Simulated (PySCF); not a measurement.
Mg⁺: excitation energy

Mg⁺ [Ne] 3s1 (2S) → Mg⁺ [Ne] 3d1 (2D), as a difference of total energies. All numbers are calculated (PySCF 2.14, the spin-free X2C one-electron Hamiltonian (Gaussian nucleus), in x2c-QZVPPall with one added diffuse shell each of s, p, d, f type (10s7p6d3f, 82 functions)). Correlated levels: valence and next inner shell: 1s2 frozen. The calculations carry no spin-orbit coupling.

Problem. Order these methods by the excitation energy they give, lowest first.
A. wB97X
B. r2SCAN0
C. SCS-MP2 (valence and next inner shell)
D. MP2 (valence and next inner shell)

Solution. A (8.391 eV), B (8.612 eV), C (8.819 eV), D (8.862 eV).

Errors of the correlated levels include the incompleteness of this basis and the frozen core.

For comparison: 8.864 eV (measured; NIST levels, between the centres of gravity of the two terms).
